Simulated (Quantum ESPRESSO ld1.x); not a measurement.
Q: Tl I, configuration [Hg] 6p1. All-electron calculation, non-relativistic Kohn-Sham, PBE, spin-unpolarised, spherical densities, point nucleus; relativity is left out, which matters for an element this heavy. Program: ld1.x of Quantum ESPRESSO 7.5. Some entries of the table are withheld. Estimate them.

orbital,occ.,eigenvalue (hartree),<1/r> (bohr^-1),r(max) (bohr)
1s,2,-2829.50,80.45,0.01240
2s,2,-475.204,18.96,0.06737
2p,6,-457.364,19.00,0.05223
3s,2,-112.577,(1),(2)
3p,6,-104.115,7.321,0.1727
3d,10,-88.3253,7.256,0.1355
4s,2,-24.5147,3.237,0.4084
4p,6,-20.8213,(3),0.4070
4d,10,-14.0125,2.974,0.3985
4f,14,-4.82166,(4),0.3532
5s,2,-3.80859,1.366,0.8946
5p,6,-2.59517,(5),0.9436
5d,10,(6),0.9664,1.105
6s,2,-0.27529,0.4454,2.361
6p,1,-0.09479,0.3259,3.020

A: 
(1) 3s <1/r> (bohr^-1): 7.365
(2) 3s r(max) (bohr): 0.1838
(3) 4p <1/r> (bohr^-1): 3.151
(4) 4f <1/r> (bohr^-1): 2.651
(5) 5p <1/r> (bohr^-1): 1.256
(6) 5d eigenvalue (hartree): -0.67033
